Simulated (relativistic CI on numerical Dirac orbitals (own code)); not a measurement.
**Level scheme of Br25+**

Computed by Dirac-Coulomb-Breit CI, KLI orbitals optimised for each configuration, a model potential for QED, unscaled Slater integrals (own radial code, finite nucleus).

CI space (outside the closed core 1s2): 2s2 2p6, 2s2 2p5 3s, 2s2 2p5 3p, 2s2 2p5 3d, 2s 2p6 3s, 2s 2p6 3p, 2s 2p6 3d, 2s2 2p5 4s, 2s2 2p5 4p, 2s2 2p5 4d, 2s2 2p5 4f, 2s 2p6 4s, 2s 2p6 4p, 2s2 2p4 3s2, 2s 2p6 4d, 2s 2p6 4f. Levels of other configurations are missing.

| No. | Configuration | Term | J | E (eV) | % | Lifetime (s) | jj configuration (%) |
| --- | --- | --- | --- | --- | --- | --- | --- |
| 1 | 2s2 2p6 | 1S | 0 | 0.00 | 100 |  | closed (100) |
| 2 | 2s2 2p5 3s | 3P° | 2 | 1539.39 | 100 | 2.47e-07 | 2p3/2^3 3s (100) |
| 3 | 2s2 2p5 3s | 1P° | 1 | 1542.53 | 62 | 2.09e-13 | 2p3/2^3 3s (100) |
| 4 | 2s2 2p5 3s | 3P° | 0 | 1587.94 | 100 | 1.00e-06 | 2p1/2 2p3/2^4 3s (100) |
| 5 | 2s2 2p5 3p | 3S | 1 | 1588.52 | 58 | 1.35e-10 | 2p3/2^3 3p1/2 (88) |
| 6 | 2s2 2p5 3s | 3P° | 1 | 1589.57 | 62 | 3.06e-13 | 2p1/2 2p3/2^4 3s (99) |
| 7 | 2s2 2p5 3p | 3D | 2 | 1591.73 | 53 | 7.09e-11 | 2p3/2^3 3p1/2 (100) |
| 8 | 2s2 2p5 3p | 3D | 3 | 1601.66 | 100 | 6.20e-11 | 2p3/2^3 3p3/2 (100) |
| 9 | 2s2 2p5 3p | 1P | 1 | 1602.24 | 58 | 7.20e-11 | 2p3/2^3 3p3/2 (88) |
| 10 | 2s2 2p5 3p | 3P | 2 | 1606.29 | 67 | 4.05e-11 | 2p3/2^3 3p3/2 (100) |
| 11 | 2s2 2p5 3p | 3P | 0 | 1621.06 | 76 | 3.26e-11 | 2p3/2^3 3p3/2 (82) |
| 12 | 2s2 2p5 3p | 3D | 1 | 1639.07 | 71 | 1.21e-10 | 2p1/2 2p3/2^4 3p1/2 (99) |
| 13 | 2s2 2p5 3p | 3P | 1 | 1651.17 | 56 | 5.68e-11 | 2p1/2 2p3/2^4 3p3/2 (98) |
| 14 | 2s2 2p5 3p | 3D | 2 | 1652.37 | 46 | 4.34e-11 | 2p1/2 2p3/2^4 3p3/2 (100) |
| 15 | 2s2 2p5 3p | 1S | 0 | 1661.78 | 76 | 2.20e-11 | 2p1/2 2p3/2^4 3p1/2 (82) |
| 16 | 2s2 2p5 3d | 3P° | 0 | 1663.12 | 100 | 4.39e-11 | 2p3/2^3 3d3/2 (100) |
| 17 | 2s2 2p5 3d | 3P° | 1 | 1665.33 | 85 | 3.28e-12 | 2p3/2^3 3d3/2 (81) |
| 18 | 2s2 2p5 3d | 3F° | 3 | 1669.10 | 59 | 3.88e-11 | 2p3/2^3 3d3/2 (100) |
| 19 | 2s2 2p5 3d | 3F° | 4 | 1669.22 | 100 | 5.50e-11 | 2p3/2^3 3d5/2 (100) |
| 20 | 2s2 2p5 3d | 3P° | 2 | 1669.44 | 55 | 4.51e-11 | 2p3/2^3 3d5/2 (58) |
| 21 | 2s2 2p5 3d | 1D° | 2 | 1672.54 | 55 | 4.09e-11 | 2p3/2^3 3d3/2 (59) |
| 22 | 2s2 2p5 3d | 3D° | 3 | 1675.28 | 67 | 4.82e-11 | 2p3/2^3 3d5/2 (100) |
| 23 | 2s2 2p5 3d | 3D° | 1 | 1686.02 | 51 | 1.64e-14 | 2p3/2^3 3d5/2 (76) |
| 24 | 2s2 2p5 3d | 3F° | 2 | 1717.18 | 70 | 3.80e-11 | 2p1/2 2p3/2^4 3d3/2 (100) |
| 25 | 2s2 2p5 3d | 3D° | 2 | 1719.73 | 42 | 5.03e-11 | 2p1/2 2p3/2^4 3d5/2 (99) |
| 26 | 2s2 2p5 3d | 3F° | 3 | 1721.17 | 39 | 5.12e-11 | 2p1/2 2p3/2^4 3d5/2 (100) |
| 27 | 2s2 2p5 3d | 1P° | 1 | 1729.54 | 57 | 1.14e-14 | 2p1/2 2p3/2^4 3d3/2 (93) |
| 28 | 2s 2p6 3s | 3S | 1 | 1767.94 | 99 | 3.04e-12 | 2s 3s (99) |
| 29 | 2s 2p6 3s | 1S | 0 | 1778.02 | 100 | 4.24e-12 | 2s 3s (100) |
| 30 | 2s 2p6 3p | 3P° | 0 | 1818.86 | 99 | 3.30e-12 | 2s 3p1/2 (99) |
| 31 | 2s 2p6 3p | 3P° | 1 | 1819.81 | 78 | 2.25e-13 | 2s 3p1/2 (98) |
| 32 | 2s 2p6 3p | 3P° | 2 | 1830.65 | 99 | 3.18e-12 | 2s 3p3/2 (99) |
| 33 | 2s 2p6 3p | 1P° | 1 | 1833.30 | 78 | 6.49e-14 | 2s 3p3/2 (98) |
| 34 | 2s 2p6 3d | 3D | 1 | 1894.46 | 100 | 3.74e-12 | 2s 3d3/2 (100) |
| 35 | 2s 2p6 3d | 3D | 2 | 1895.15 | 98 | 3.62e-12 | 2s 3d3/2 (72) |
| 36 | 2s 2p6 3d | 3D | 3 | 1896.67 | 100 | 3.60e-12 | 2s 3d5/2 (100) |
| 37 | 2s 2p6 3d | 1D | 2 | 1904.71 | 98 | 2.63e-12 | 2s 3d5/2 (72) |
| 38 | 2s2 2p5 4s | 3P° | 2 | 2086.28 | 100 | 6.10e-13 | 2p3/2^3 4s (100) |
| 39 | 2s2 2p5 4s | 1P° | 1 | 2087.34 | 65 | 3.05e-13 | 2p3/2^3 4s (100) |
| 40 | 2s2 2p5 4p | 3S | 1 | 2106.72 | 50 | 5.60e-13 | 2p3/2^3 4p1/2 (93) |
| 41 | 2s2 2p5 4p | 3D | 2 | 2107.56 | 51 | 5.49e-13 | 2p3/2^3 4p1/2 (100) |
| 42 | 2s2 2p5 4p | 3D | 3 | 2111.62 | 100 | 6.04e-13 | 2p3/2^3 4p3/2 (100) |
| 43 | 2s2 2p5 4p | 1P | 1 | 2111.93 | 63 | 5.76e-13 | 2p3/2^3 4p3/2 (93) |
| 44 | 2s2 2p5 4p | 3P | 2 | 2113.28 | 68 | 6.14e-13 | 2p3/2^3 4p3/2 (100) |
| 45 | 2s2 2p5 4p | 1S | 0 | 2120.39 | 53 | 6.45e-13 | 2p3/2^3 4p3/2 (98) |

Energies count from the lowest computed level; ° marks odd parity; lifetimes are radiative, by E1, M1, E2, M2 decay to levels of this space only. Filled j subshells are mostly left out of the jj labels.

The mean weight of the leading LS term, summed over parents, in these 45 levels is 75 %, and that of the leading jj configuration (from the same eigenvectors) 94 %, so jj coupling describes them better and the LS labels are nominal.

At this charge energies of transitions that change n are usually good to better than 1 %, and those within a shell (Δn = 0) to a few per cent.

LS names give the leading component of a level, which can be under half, so a name can repeat, a term be missing and a line seem to break the LS rules.
